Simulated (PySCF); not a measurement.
**Electric field gradients and quadrupole coupling constants**

Species: C7H14NS (charge +1).
Structure used (GFN2-xTB), in Å, numbered top down from 1:
```
atom  x, y, z in Å
C1     2.908    0.257    0.111
C2     1.572   -0.299   -0.190
S3     1.285   -1.053   -1.616
C4     0.514   -0.114    0.867
C5    -0.223    1.229    0.671
C6    -1.132    1.196   -0.553
C7    -2.104    0.028   -0.464
N8    -1.335   -1.227   -0.318
C9    -0.520   -1.243    0.916
H10    3.405   -0.373    0.853
H11    3.533    0.291   -0.777
H12    2.833    1.252    0.549
H13    1.019   -0.080    1.838
H14   -0.819    1.422    1.563
H15    0.497    2.040    0.573
H16   -0.539    1.112   -1.466
H17   -1.694    2.126   -0.613
H18   -2.716   -0.033   -1.365
H19   -2.763    0.143    0.401
H20   -1.953   -2.039   -0.357
H21   -0.582   -1.286   -1.098
H22   -0.020   -2.211    0.995
H23   -1.169   -1.111    1.785
```

Field gradients from the PBE0/pcSseg-1 density (PySCF, non-relativistic), principal values in atomic units, ordered |Vxx| ≤ |Vyy| ≤ |Vzz|:

```json
{"atom": "S3", "Vxx": "1.1632", "Vyy": "1.3064", "Vzz": "-2.4696"}
{"atom": "N8", "Vxx": "0.1274", "Vyy": "0.1877", "Vzz": "-0.3150"}
```

Task: Find the asymmetry η = (Vxx − Vyy)/Vzz and the couplings χ = eQV/h (234.96 MHz × Q in barn × V in au), with Q(33S) = −0.0678 b, Q(14N) = 0.02044 b.

Result: 
| atom | environment | nucleus | η | χzz (MHz) | χxx (MHz) | χyy (MHz) |
| --- | --- | --- | --- | --- | --- | --- |
| S3 | thiocarbonyl sulfur | 33S | 0.06 | 39.34 | -18.53 | -20.81 |
| N8 | ammonium nitrogen | 14N | 0.19 | -1.513 | 0.612 | 0.901 |

The tensor is traceless: Vxx + Vyy + Vzz = 0.

Task: What is Vzz at S3 in SI units (1 au = 9.71736 × 10²¹ V/m²)?

Result: -2.4696 au = -23.998 × 10²¹ V/m².

Task: And the gradient at the other heavy atoms, for which no coupling is worked out here?

Result: 
```csv
atom,environment,Vzz (au),η
C1,methyl carbon,0.124,0.81
C2,thiocarbonyl carbon,0.613,0.22
C4,sp3 CH carbon,-0.089,0.81
C5,ring CH2 carbon,0.139,0.65
C6,ring CH2 carbon,0.116,0.78
C7,sp3 carbon bound to nitrogen,0.417,0.10
C9,sp3 carbon bound to nitrogen,0.384,0.24
```

Task: What couplings would deuterons (Q(2H) = 0.00286 b) have in place of the hydrogens, at this geometry?

Result: 
| atom | bonded to | bond length (Å) | Vzz (au) | η | χzz (kHz) |
| --- | --- | --- | --- | --- | --- |
| H10 | C1 | 1.093 | 0.3016 | 0.04 | 203 |
| H11 | C1 | 1.087 | 0.3043 | 0.04 | 205 |
| H12 | C1 | 1.090 | 0.3063 | 0.05 | 206 |
| H13 | C4 | 1.094 | 0.2875 | 0.04 | 193 |
| H14 | C5 | 1.091 | 0.2991 | 0.02 | 201 |
| H15 | C5 | 1.089 | 0.3034 | 0.03 | 204 |
| H16 | C6 | 1.091 | 0.2950 | 0.03 | 198 |
| H17 | C6 | 1.089 | 0.3024 | 0.03 | 203 |
| H18 | C7 | 1.091 | 0.2916 | 0.08 | 196 |
| H19 | C7 | 1.093 | 0.2876 | 0.08 | 193 |
| H20 | N8 | 1.022 | 0.3488 | 0.04 | 234 |
| H21 | N8 | 1.085 | 0.1626 | 0.04 | 109 |
| H22 | C9 | 1.092 | 0.2873 | 0.08 | 193 |
| H23 | C9 | 1.093 | 0.2875 | 0.08 | 193 |

One conformer (not necessarily the lowest) at the GFN2-xTB geometry, without solvent, vibrations or thermal averaging. GFN2-xTB bond lengths can be off by several hundredths of an ångström, more for odd bonds, and the gradients follow them. These gradients aren't converged with respect to the basis.
